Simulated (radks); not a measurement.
Q: Method: scalar-relativistic Kohn-Sham, LDA (Slater exchange, Perdew-Wang correlation), spin-unpolarised, spherical densities, finite nucleus; Fermi nuclear charge, rms radius of each element as measured or else 0.836 A^(1/3) + 0.57 fm; computed with a radial shooting solver on a logarithmic mesh with Libxc functionals. Response by self-consistent Sternheimer equations with the Hartree and adiabatic LDA kernel, the relativistic mass of each level held fixed and spin-orbit coupling left out. For heavy and open-shell atoms this level of theory can miss by tens of per cent. Rank Ba8+, Sb3+, Cd, Te4+, Sn2+, Cs7+, In+, Xe6+, I5+ (NIST ground configurations) by static dipole polarisability, largest first.

A: Cd 44.67, In+ 22.77, Sn2+ 14.37, Sb3+ 10.01, Te4+ 7.401, I5+ 5.690, Xe6+ 4.502, Cs7+ 3.640, Ba8+ 2.995 bohr^3.
